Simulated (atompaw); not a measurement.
Building the PAW (atompaw) potential for potassium (PBE, scalar-relativistic).

atompaw 4.2.0.5 input, output lines left out:

```
K 19
GGA-PBE scalarrelativistic loggrid 1500 logderivrange -5 5 251
4 4 0 0 0 0
4 0 1
4 1 0
0 0 0
c
c
v
v
c
v
v
2
2.50 2.25 1.80 2.15
n
n
y
0.05
n
custom polynom vanderbiltortho sinc
3 -0.5 troulliermartins
1.65
2.50
2.10
2.50
2.30
```

* Cutoffs needed: 15 Ry and 30 Ry (the cutoffs (Ry, on a coarse ladder) from which the occupation-weighted sum of valence levels, in a spherical-Bessel basis at the reference potential, stays within 10 and 1 mRy of its value at 400 Ry)
* Ghost test: no extra level below or beside the all-electron valence levels (s, p, d, f tested) (spherical-Bessel basis up to 400 Ry, 20 bohr box)
* Lowest eigenvalue of the overlap operator: 0.67 (s channel)
* Overlap eigenvalues printed by atompaw (projector basis): 0.582, 1.17, 34.7, 232, 6.34e+04
* Share of each valence orbital outside the PAW sphere: 3s 2 %, 4s 94 %, 3p 6 %, 4p 98 %
